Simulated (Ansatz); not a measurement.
A structure relaxed at PBE0-D4/def2-TZVP, charge 0, multiplicity 1:

Cartesian coordinates in Å:
```
O 0.3355 1.1861 -0.9540
C 0.4311 0.4076 0.1778
F 1.7598 0.0386 0.3538
S -0.1385 1.3746 1.5918
Si -0.6261 -1.1870 0.0636
Cl 0.0152 -2.1256 -1.6510
H 0.5653 0.6388 -1.7172
H 0.1042 2.5632 1.0125
H -2.0487 -0.8294 -0.1072
H -0.3978 -2.0668 1.2299
```

Problem. Give its formula and SMILES.

Solution. CH4ClFOSSi, `OC(F)(S)[SiH2]Cl`.

Problem. Summarise the bond lengths by kind.

Solution. 1 × C–O 1.377 Å; 1 × H–O 0.967 Å; 1 × C–F 1.390 Å; 1 × C–S 1.805 Å; 1 × C–Si 1.917 Å; 1 × H–S 1.344 Å; 1 × Cl–Si 2.057 Å; 2 × H–Si 1.477 to 1.479 Å.

Program: Ansatz 0.2.0.
